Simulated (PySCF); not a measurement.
Two-component Hartree-Fock for Fe⁺ (iron, charge +1)

Start: [Ar] 3d6 4s1; 3d3/2 filled at m_j = -3/2, -1/2, +1/2, +3/2; 3d5/2 filled at m_j = +3/2, +5/2; 4s1/2 filled at m_j = +1/2. Calculated with PySCF 2.14 in x2c-SVPall-2c (5s5p3d1f, 42 functions): generalised Hartree-Fock with the X2C-1e Hamiltonian and a Gaussian nucleus; one run each with spin-orbit coupling (SO) switched off, then screened by Boettger's factors.

| spinor shell | electrons | ε, spin-free (eV) | ε, screened SO (eV) | weight of nominal j (screened SO) | rms radius, screened SO (bohr) |
| --- | --- | --- | --- | --- | --- |
| 1s1/2 | 2 | -7181.6 | -7181.6 | 1.000 | 0.0675 |
| 2s1/2 | 2 | -890.82 | -890.80 | 1.000 | 0.288 |
| 2p1/2 | 2 | -756.93 | -765.89 | 0.988 | 0.259 |
| 3s1/2 | 2 | -124.06 | -124.05 | 1.000 | 0.872 |
| 3p3/2 | 4 | -83.540 | -82.774 | 0.830 | 0.938 |
| 3p1/2 | 2 | -83.540 | -85.063 | 0.659 | 0.935 |
| 3d3/2 | 4 | -25.866 | -25.515 | 0.659 | 1.22 |
| 3d5/2 | 2 | -25.866 | -26.566 | 0.895 | 1.21 |
| 4s1/2 | 1 | -15.364 | -15.363 | 1.000 | 3.02 |

Problem. Where does 2p3/2 lie, and what is the 2p spin-orbit splitting (screened SO)?

Solution. At -752.50 eV, 13.392 eV above 2p1/2.

| quantity | spin-free | screened SO |
| --- | --- | --- |
| E (hartree) | -1270.91209 | -1270.92781 |
| M_J | 9/2 | 9/2 |
| ⟨J²⟩ | 24.758 | 24.758 |
| ⟨L²⟩ | 6.005 | 6.011 |
| ⟨S²⟩ | 8.753 | 8.749 |

Each row is a mean over spinors that exchange with the open shell spreads, by up to 15.281 eV (3p3/2).

Rows whose weight is well below 1 are mixtures of j = l ± 1/2: exchange outweighs spin-orbit coupling there, and the label is only the starting occupation.

Without spin-orbit coupling the j labels of p, d and f shells carry no meaning; the spin-free column gives the mean over the occupied spinors of each nl shell.
